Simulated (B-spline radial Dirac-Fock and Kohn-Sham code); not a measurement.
## The Lβ2 (L3-N5) line from Sm to W

These are calculated numbers from a radial finite-basis atomic code; the model is Dirac-Fock energy differences between relaxed states, corrected for Breit and QED terms. Free neutral atoms. Correlation energy is missing from these numbers.

| Z | element | energy (eV) | wavelength (Å) |
| --- | --- | --- | --- |
| 62 | Sm | 6582.7 | 1.8835 |
| 63 | Eu | 6837.0 | 1.8134 |
| 64 | Gd | 7096.6 | 1.7471 |
| 65 | Tb | 7359.9 | 1.6846 |
| 66 | Dy | 7628.7 | 1.6252 |
| 67 | Ho | 7902.4 | 1.5689 |
| 68 | Er | 8180.9 | 1.5155 |
| 69 | Tm | 8464.3 | 1.4648 |
| 70 | Yb | 8752.7 | 1.4165 |
| 71 | Lu | 9046.3 | 1.3705 |
| 72 | Hf | 9345.1 | 1.3267 |
| 73 | Ta | 9649.1 | 1.2849 |
| 74 | W | 9958.2 | 1.2451 |

Question: How well does Moseley's law, √E linear in Z, describe these energies?

Answer: A straight-line fit gives √(E/eV) = 1.5542·(Z − 9.80). The slope squared is 0.1775 Ry, against 0.1875 Ry for a hydrogen-like ion. The residuals, fit less computed, are Sm -0.9, Eu -0.6, Gd -0.8, Tb +0.2, Dy +0.5, Ho +0.7, Er +1.0, Tm +1.1, Yb +1.2, Lu +0.8, Hf +0.1, Ta -0.9, W -2.3 eV.
